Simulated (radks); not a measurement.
Results of a calculation; reference values are marked as such.
Question: Valence configurations of Yb III (all share [Xe]). Level of theory: scalar-relativistic Kohn-Sham, SCAN, spin-unpolarised, spherical densities, finite nucleus; meta-GGA in the generalised Kohn-Sham scheme; Fermi nuclear charge, rms radius 5.3108 fm (a radial shooting solver on a logarithmic mesh with Libxc functionals). Order these by energy: 4f11 5d1 6s2; 4f14; 4f13 6p1; 4f12 6s2; 4f12 5d2; 4f13.5 6p0.5; 4f13.5 5d0.5; 4f13 5d1; 4f12 5d1 6s1.

Answer: From the lowest, in eV above it: 4f14 0.000; 4f13.5 5d0.5 2.919; 4f13.5 6p0.5 4.755; 4f13 5d1 7.041; 4f13 6p1 11.510; 4f12 5d2 19.342; 4f12 5d1 6s1 19.406; 4f12 6s2 19.884; 4f11 5d1 6s2 40.345. NIST lists [Xe] 4f14 as the ground configuration; this level of theory agrees among the configurations tried. The energies are those of spherical spin-averaged densities, not of single terms. No valid solution was reached for [Xe] 4f13 6s1.
